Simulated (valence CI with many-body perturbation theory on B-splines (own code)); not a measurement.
## E1 transitions of Er⁵⁵⁺

Method: valence CI with perturbative core correlation (CI+MBPT): three valence electrons over a frozen Dirac-Fock core [Ne], radial functions for each j: 11 s, 11 p, 10 d, 8 f, 5 g, 2 h, with the one-electron correlation potential Σ1 (screened to all orders), the two-electron term Σ2, the three-electron term Σ3, Breit, model QED; selected single and double excitations, second order for the rest, scaled by the run's own slope (own B-spline code, finite nucleus).

The last digits are not significant, and no measured levels were compared; by estimate large intervals hold to a few tenths of a per cent, small ones and those within an open d or f shell to about a per cent.

Lines 51 to 100 of 588 in falling wavelength, among levels below 195.85 Ry, chosen from the strongest by gf and those to the six lowest levels. Wavelengths and rates use the calculated energies. Electric multipoles are in the length gauge with retardation, E1 and E2 with the static RPA response of the core. Weak lines are less certain than strong ones. Lines between different terms over intervals too small for the method are left out, as are lines whose strength nearly cancels. The highest levels of a list are the least certain.

Levels are named by their leading jj configuration (3d3/2^4 stands for four electrons in 3d with j = 3/2), which in mixed levels can hold well under half, so a name can repeat and another be missing. Letters in brackets count levels of one name in rising energy.

| λ vac (Å) | Upper | Lower | A (s⁻¹) | S (a.u.) |
| --- | --- | --- | --- | --- |
| 71.80 | (3p1/2 3p3/2 3d3/2) J=5/2 [a] | (3p1/2 3p3/2^2) J=5/2 | 2.09e+10 | 2.29e-02 |
| 71.68 | (3p1/2 3p3/2 3d3/2) J=3/2 [b] | (3s 3p3/2 3d3/2) J=5/2 [a] | 2.78e+10 | 2.02e-02 |
| 71.63 | (3p1/2 3p3/2 3d5/2) J=9/2 | (3s 3p3/2 3d5/2) J=9/2 | 3.26e+10 | 5.91e-02 |
| 70.14 | (3p1/2^2 3d3/2) J=3/2 | (3s 3p1/2 3d3/2) J=3/2 [a] | 3.43e+10 | 2.33e-02 |
| 69.77 | (3s 3p1/2 3d3/2) J=3/2 [a] | (3s 3p1/2 3p3/2) J=5/2 | 2.18e+10 | 1.46e-02 |
| 68.80 | (3p1/2^2 3p3/2) J=3/2 | (3s 3p1/2 3p3/2) J=3/2 [a] | 1.78e+10 | 1.14e-02 |
| 67.03 | (3d3/2^2 3d5/2) J=9/2 | (3p3/2 3d3/2 3d5/2) J=7/2 [c] | 1.48e+10 | 2.20e-02 |
| 65.51 | (3s 3p1/2 3d3/2) J=5/2 | (3s 3p1/2 3p3/2) J=5/2 | 9.27e+09 | 7.72e-03 |
| 64.19 | (3s 3p1/2 3d3/2) J=1/2 | (3s 3p1/2 3p3/2) J=3/2 [b] | 1.52e+08 | 3.98e-05 |
| 62.66 | (3s 3p1/2 3d3/2) J=3/2 [b] | (3s 3p1/2 3p3/2) J=3/2 [b] | 5.05e+09 | 2.45e-03 |
| 62.54 | (3p1/2 3d3/2 3d5/2) J=9/2 | (3p1/2 3p3/2 3d5/2) J=9/2 | 3.11e+10 | 3.75e-02 |
| 60.40 | (3s 3p1/2 3d3/2) J=5/2 | (3s 3p1/2 3p3/2) J=3/2 [a] | 2.09e+08 | 1.37e-04 |
| 60.25 | (3d3/2 3d5/2^2) J=11/2 | (3p3/2 3d5/2^2) J=9/2 | 2.69e+10 | 3.49e-02 |
| 59.22 | (3s^2 3d3/2) J=3/2 | (3s^2 3p3/2) J=3/2 | 2.48e+08 | 1.02e-04 |
| 58.91 | (3p3/2 3d5/2^2) J=5/2 [a] | (3p3/2^2 3d5/2) J=3/2 | 4.02e+10 | 2.44e-02 |
| 57.00 | (3s 3p1/2 3d3/2) J=3/2 [b] | (3s 3p1/2 3p3/2) J=5/2 | 7.98e+08 | 2.92e-04 |
| 56.91 | (3d3/2^2 3d5/2) J=9/2 | (3p3/2 3d3/2 3d5/2) J=9/2 [a] | 2.20e+10 | 2.00e-02 |
| 56.57 | (3d3/2 3d5/2^2) J=11/2 | (3p3/2 3d5/2^2) J=11/2 | 4.04e+10 | 4.33e-02 |
| 56.38 | (3d3/2 3d5/2^2) J=7/2 [b] | (3p3/2 3d5/2^2) J=7/2 [a] | 2.93e+10 | 2.08e-02 |
| 55.62 | (3p3/2 3d5/2^2) J=7/2 [a] | (3p3/2^2 3d5/2) J=5/2 [a] | 2.80e+10 | 1.90e-02 |
| 55.56 | (3d5/2^3) J=3/2 | (3p3/2 3d5/2^2) J=3/2 [b] | 1.25e+11 | 4.23e-02 |
| 55.33 | (3d5/2^3) J=9/2 | (3p3/2 3d5/2^2) J=7/2 [b] | 2.31e+11 | 1.93e-01 |
| 55.00 | (3s 3p1/2 3d5/2) J=5/2 [a] | (3s 3p1/2 3p3/2) J=3/2 [b] | 1.72e+09 | 8.46e-04 |
| 54.93 | (3s 3d5/2^2) J=5/2 | (3s 3p3/2 3d5/2) J=3/2 [b] | 4.31e+10 | 2.12e-02 |
| 54.49 | (3d3/2 3d5/2^2) J=7/2 [a] | (3p3/2 3d3/2 3d5/2) J=5/2 [c] | 6.24e+10 | 3.99e-02 |
| 54.18 | (3s 3p1/2 3d3/2) J=1/2 | (3s 3p1/2 3p3/2) J=3/2 [a] | 4.88e+09 | 7.66e-04 |
| 53.98 | (3p1/2 3d3/2 3d5/2) J=7/2 [b] | (3p1/2 3p3/2 3d5/2) J=7/2 [a] | 2.56e+10 | 1.59e-02 |
| 53.87 | (3s 3d5/2^2) J=7/2 | (3s 3p3/2 3d5/2) J=5/2 [b] | 2.15e+11 | 1.33e-01 |
| 53.69 | (3d3/2 3d5/2^2) J=5/2 [a] | (3p3/2 3d3/2 3d5/2) J=3/2 [c] | 8.59e+10 | 3.94e-02 |
| 53.52 | (3s 3d5/2^2) J=9/2 | (3s 3p3/2 3d5/2) J=7/2 [b] | 6.83e+10 | 5.17e-02 |
| 53.09 | (3s 3p1/2 3d3/2) J=3/2 [b] | (3s 3p1/2 3p3/2) J=3/2 [a] | 4.66e+09 | 1.37e-03 |
| 53.06 | (3d5/2^3) J=5/2 | (3p3/2 3d5/2^2) J=3/2 [b] | 1.92e+11 | 8.48e-02 |
| 52.84 | (3d3/2 3d5/2^2) J=9/2 | (3p3/2 3d3/2 3d5/2) J=7/2 [c] | 1.83e+11 | 1.33e-01 |
| 52.49 | (3p1/2 3d5/2^2) J=5/2 | (3p1/2 3p3/2 3d5/2) J=3/2 [b] | 5.02e+10 | 2.15e-02 |
| 52.43 | (3d3/2 3d5/2^2) J=11/2 | (3p3/2 3d3/2 3d5/2) J=9/2 [b] | 2.49e+11 | 2.13e-01 |
| 52.42 | (3d3/2 3d5/2^2) J=7/2 [b] | (3p3/2 3d3/2 3d5/2) J=5/2 [d] | 1.15e+11 | 6.55e-02 |
| 52.42 | (3s 3d3/2 3d5/2) J=5/2 [b] | (3s 3p3/2 3d3/2) J=5/2 [b] | 3.84e+10 | 1.64e-02 |
| 52.39 | (3s 3d3/2 3d5/2) J=7/2 [b] | (3s 3p3/2 3d3/2) J=5/2 [b] | 1.35e+11 | 7.68e-02 |
| 52.31 | (3p1/2 3d5/2^2) J=7/2 | (3p1/2 3p3/2 3d5/2) J=5/2 [b] | 2.30e+11 | 1.30e-01 |
| 52.29 | (3p1/2 3d5/2^2) J=3/2 | (3p1/2 3p3/2 3d5/2) J=1/2 | 6.67e+10 | 1.88e-02 |
| 52.20 | (3p3/2 3d3/2 3d5/2) J=7/2 [b] | (3p3/2^2 3d3/2) J=7/2 | 6.71e+10 | 3.77e-02 |
| 52.03 | (3d5/2^3) J=3/2 | (3p3/2 3d5/2^2) J=5/2 [b] | 6.39e+10 | 1.78e-02 |
| 51.97 | (3d3/2 3d5/2^2) J=5/2 [b] | (3p3/2 3d3/2 3d5/2) J=3/2 [c] | 8.16e+10 | 3.39e-02 |
| 51.95 | (3s 3d5/2^2) J=3/2 | (3s 3p3/2 3d5/2) J=3/2 [b] | 8.28e+10 | 2.29e-02 |
| 51.87 | (3d5/2^3) J=3/2 | (3p3/2 3d5/2^2) J=3/2 [a] | 6.68e+10 | 1.84e-02 |
| 51.68 | (3p3/2 3d5/2^2) J=7/2 [b] | (3p3/2^2 3d5/2) J=5/2 [b] | 4.10e+11 | 2.24e-01 |
| 51.64 | (3p3/2 3d5/2^2) J=11/2 | (3p3/2^2 3d5/2) J=9/2 | 1.35e+11 | 1.10e-01 |
| 51.52 | (3p1/2 3p3/2 3d5/2) J=3/2 [a] | (3p1/2 3p3/2^2) J=3/2 | 6.79e+10 | 1.83e-02 |
| 51.47 | (3d3/2 3d5/2^2) J=5/2 [a] | (3p3/2 3d3/2 3d5/2) J=3/2 [b] | 1.38e+11 | 5.58e-02 |
| 51.08 | (3s 3p1/2 3d5/2) J=3/2 | (3s 3p1/2 3p3/2) J=1/2 | 1.26e+11 | 3.31e-02 |
